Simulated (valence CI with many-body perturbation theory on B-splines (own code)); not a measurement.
Values are calculated unless marked as measured or tabulated.
# Ho LXIII: input, log and results

Level of theory: valence CI with perturbative core correlation (CI+MBPT): three valence electrons over a frozen Dirac-Fock core [He], a basis of 6 s, 6 p, 5 d, 3 f, 1 g functions for each j, with the one-electron correlation potential Σ1 (screened to all orders), the two-electron term Σ2, the three-electron term Σ3, Breit, model QED; selected single and double excitations, second order for the rest, scaled by the run's own slope (own B-spline code, finite nucleus).

Command, and the settings that its task file holds:

```sh
python run_cv.py task.json out
```

```
atom Ho  Z=67  mass_number=165  rms_radius_fm=5.2022
core [He]
valence 2s2 2p1
avg = 1
basis = S
breit = 1
cap = 10000
capref = 1200
cscale = 1
de = 0.0
dress = 0
eps = 2e-08
extrap = 1
h = 0.27
hh = 1
l2 = 3
lcore = 6
maxit = 60
n2 = 5
natural = 1
nlev = 21
nno = [3, 3, 3, 2, 1]
nroot = 26
nsp = [3, 3, 2, 1, 0]
pt2 = 1
qed = 1
rmax = 0.55
rpa = 1
s1 = 1
s2 = 1
s3 = 1
screen = 1
tol = 2e-05
whole = 1
```

It took 6.7 s on 1 thread of Arm Neoverse N1, with other jobs on the host.

Log. The first blocks belong to the next ion, which gives the ionisation energy. Fields: 2J, parity (1 odd), roots, reference size, generating configurations, candidates as configurations/state functions, variational space P, stored matrix elements, Davidson steps; e2 is the range of second-order energies in hartree. The first line gives the box (bohr), its intervals, the orbitals and the steps of their self-consistent field. Window is the range of levels sought, series limit the energy at which the first omitted orbital would enter, core excitation an estimate of the first excitation out of the core, left out the lowest levels not solved, and shifts from estimates the range by which levels moved from their first estimate, all in cm⁻¹.

```
rmax 0.6 intervals 51 orbitals 36 references ['2s2 2p', '2s 2p2', '2p3'] scf 2 t 0.4
2J=0 par=0 roots 2 ref 15 generators 3 cand 92/92 P 107/107 nnz 0 it 0
   second order: generators 3 cand 0/0 e2 -0.00000 -0.00000
2J=0 par=1 roots 2 ref 11 generators 3 cand 73/73 P 84/84 nnz 0 it 0
   second order: generators 5 cand 0/0 e2 -0.00000 -0.00000
2J=2 par=1 roots 2 ref 28 generators 2 cand 188/188 P 214/214 nnz 0 it 0
2J=2 par=1 roots 2 ref 28 generators 2 cand 2/2 P 216/216 nnz 0 it 0
   second order: generators 2 cand 0/0 e2 -0.00000 -0.00000
reference levels 125, estimated 125, window 68059134 1/cm; series limit 68059134, core excitation 383639174
2J=1 par=1 roots 6 ref 16 generators 8 cand 94/116 P 1409/2054 nnz 0 it 3
2J=1 par=1 roots 6 ref 16 generators 10 cand 123/154 P 1417/2065 nnz 0 it 4
   second order: generators 12 cand 242/316 e2 -0.00000 -0.00000
2J=1 par=0 roots 7 ref 18 generators 9 cand 118/142 P 1457/2150 nnz 0 it 3
2J=1 par=0 roots 7 ref 18 generators 11 cand 101/121 P 1473/2174 nnz 0 it 4
   second order: generators 13 cand 250/319 e2 -0.00000 -0.00000
2J=3 par=1 roots 7 ref 23 generators 11 cand 621/1312 P 1491/2951 nnz 1.2e+06 it 4
2J=3 par=1 roots 7 ref 23 generators 13 cand 419/884 P 1522/3021 nnz 1.3e+06 it 4
   second order: generators 15 cand 474/946 e2 -0.00000 -0.00000
2J=3 par=0 roots 6 ref 22 generators 8 cand 508/980 P 1439/2916 nnz 1.2e+06 it 4
2J=3 par=0 roots 6 ref 22 generators 9 cand 415/724 P 1467/2977 nnz 1.3e+06 it 4
   second order: generators 12 cand 512/969 e2 -0.00000 -0.00000
2J=5 par=0 roots 3 ref 17 generators 6 cand 458/1088 P 1295/2770 nnz 1.2e+06 it 4
2J=5 par=0 roots 3 ref 17 generators 6 cand 338/832 P 1343/2894 nnz 1.3e+06 it 3
   second order: generators 6 cand 290/708 e2 -0.00000 -0.00000
2J=5 par=1 roots 2 ref 14 generators 4 cand 435/1086 P 1320/2827 nnz 1.2e+06 it 4
2J=5 par=1 roots 2 ref 14 generators 5 cand 404/926 P 1361/2930 nnz 1.3e+06 it 4
   second order: generators 5 cand 363/823 e2 -0.00000 -0.00000
2J=7 par=1 roots 1 ref 6 generators 2 cand 216/476 P 1055/2288 nnz 0 it 3
2J=7 par=1 roots 1 ref 6 generators 3 cand 299/710 P 1096/2369 nnz 0 it 4
   second order: generators 4 cand 324/796 e2 -0.00000 -0.00000
left out: unestimated none, estimated 72409728, shifts from estimates -0 to 3
operators 0.2
```

The Davidson iterations converged. The settings are bad on purpose, so the numbers may not be properties of the ion.

The last digits are not significant, and no measured levels were compared; by estimate large intervals hold to a few tenths of a per cent, small ones and those within an open d or f shell to about a per cent.

- Valence energy: -1697.707 hartree
- Ionisation energy: 14992 eV (NIST: 14998 ± 15 eV (theoretical))
- Reference configurations for the orbitals: 2s2 2p, 2s 2p2, 2p3
- Radial orbitals: 36
- Box radius: 0.55 bohr
- Largest variational space: 3021
- Lowest levels: (2s^2 2p1/2) J=1/2 0.00, (2s 2p1/2^2) J=1/2 16.85, (2s^2 2p3/2) J=3/2 68.55, (2s 2p1/2 2p3/2) J=3/2 [a] 80.35, (2s 2p1/2 2p3/2) J=5/2 83.16, (2s 2p1/2 2p3/2) J=1/2 87.82, (2s 2p1/2 2p3/2) J=3/2 [b] 87.96, (2p1/2^2 2p3/2) J=3/2 105.58, (2s 2p3/2^2) J=5/2 150.21, (2s 2p3/2^2) J=1/2 157.29, (2s 2p3/2^2) J=3/2 157.35, (2p1/2 2p3/2^2) J=3/2 170.97, (2p1/2 2p3/2^2) J=5/2 172.60, (2p1/2 2p3/2^2) J=1/2 176.30 Ry

Levels are named by their leading jj configuration (3d3/2^4 stands for four electrons in 3d with j = 3/2), which in mixed levels can hold well under half, so a name can repeat and another be missing. Letters in brackets count levels of one name in rising energy.
